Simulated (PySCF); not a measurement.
C2H5BO. Atoms are numbered in the order given.

```xyz
9

B      0.4622    -0.6240     0.0000
H      1.6713    -0.5355     0.0000
C     -0.4273     0.6544     0.0000
C      0.1173     1.8801     0.0000
H     -1.5255     0.5838     0.0000
H     -0.4811     2.7978     0.0000
H      1.2056     2.0091     0.0000
O     -0.0397    -1.8799     0.0000
H     -1.0031    -1.9025     0.0000
```

The structure is a stationary point at PBE0-D3(BJ)/def2-SVP. Other conformers were not sampled.

Computed with M06-2X/def2-TZVPD in PySCF.

Mulliken values depend strongly on the basis, most of all with diffuse functions as here. ESP charges are fitted to the potential on shells at 1.4 to 2.0 van der Waals radii. Atomic charges (e):

```
atom  ESP fit  Mulliken
----  -------  --------
B1       0.48      0.42
H2      -0.10     -0.04
C3        ___     -0.12
C4        ___     -0.44
H5       0.14      0.09
H6       0.18      0.18
H7       0.16      0.16
O8        ___     -0.59
H9        ___      0.34
```

Problem. Complete the blanks. (Estimate from the structure and the level; the computed values follow.)

Solution. 
- C3, ESP fit: -0.32
- C4, ESP fit: -0.32
- O8, ESP fit: -0.62
- H9, ESP fit: 0.41
